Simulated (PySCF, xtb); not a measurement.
CrH₄O₅, SMILES [O]=[Cr]([OH])([OH])([OH])[OH], multiplicity 1. The values are those of a single conformer.

Harmonic wavenumbers (cm⁻¹) from GFN2-xTB in xtb at its own minimum, in rising order: 110, 113, 264, 280, 320, 324, 355, 368, 412, 458, 500, 516, 527, 559, 565, 572, 687, 703, 773, 1024, 3533, 3533, 3541, 3684.

### Question
What does B3LYP-D3(BJ)/def2-SVP (PySCF) give at its own minimum? (Estimate from the structure and the level; the computed values follow.)

### Answer
69, 194, 265, 270, 307, 339, 440, 471, 532, 585, 609, 628, 658, 717, 761, 784, 888, 895, 1020, 1148, 3726, 3731, 3761, 3817. Paired by order, the mean absolute difference is 126 cm⁻¹ and the zero-point energies are 33.9 and 38.0 kcal/mol.
